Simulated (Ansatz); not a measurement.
One change: `C/C(F)=C(/C)Cl` becomes `C/C(Cl)=C(\F)[SiH3]`.

Ansatz, PBE0-D4/def2-TZVP geometries, multiplicity 1. 

```json
{"property": "HOMO–LUMO gap (B3LYP/def2-TZVPP) / eV", "`C/C(F)=C(/C)Cl`": "6.74"}
{"property": "LUMO energy (PBE0/def2-TZVPP) / eV", "`C/C(F)=C(/C)Cl`": "0.38"}
{"property": "size of the dipole moment (PBE/def2-TZVPP) / D", "`C/C(F)=C(/C)Cl`": "0.35"}
{"property": "size of the dipole moment (B3LYP/def2-TZVPP) / D", "`C/C(F)=C(/C)Cl`": "0.33"}
{"property": "LUMO energy (ωB97M-V/def2-TZVPP) / eV", "`C/C(F)=C(/C)Cl`": "2.50"}
{"property": "HOMO energy (ωB97M-V/def2-TZVPP) / eV", "`C/C(F)=C(/C)Cl`": "-8.99"}
```

What does the change do to each property? (Best estimate.)

Computed: 
```
                                        property  `C/C(Cl)=C(\F)[SiH3]`  shift
           HOMO–LUMO gap (B3LYP/def2-TZVPP) / eV                   6.18  -0.56
              LUMO energy (PBE0/def2-TZVPP) / eV                  -0.58  -0.96
  size of the dipole moment (PBE/def2-TZVPP) / D                   0.91   0.56
size of the dipole moment (B3LYP/def2-TZVPP) / D                   0.84   0.51
           LUMO energy (ωB97M-V/def2-TZVPP) / eV                   1.46  -1.04
           HOMO energy (ωB97M-V/def2-TZVPP) / eV                  -9.35  -0.36
```

With PBE0 the HOMO falls by 0.37 eV and the LUMO falls by 0.96 eV, so the gap narrows by about 0.59 eV. PBE moves the HOMO by -0.37 eV and ωB97M-V by -0.36 eV. Dipoles are sizes alone; their direction can turn.

B3LYP here is the variant with VWN-RPA as its local correlation; programs differ in this.
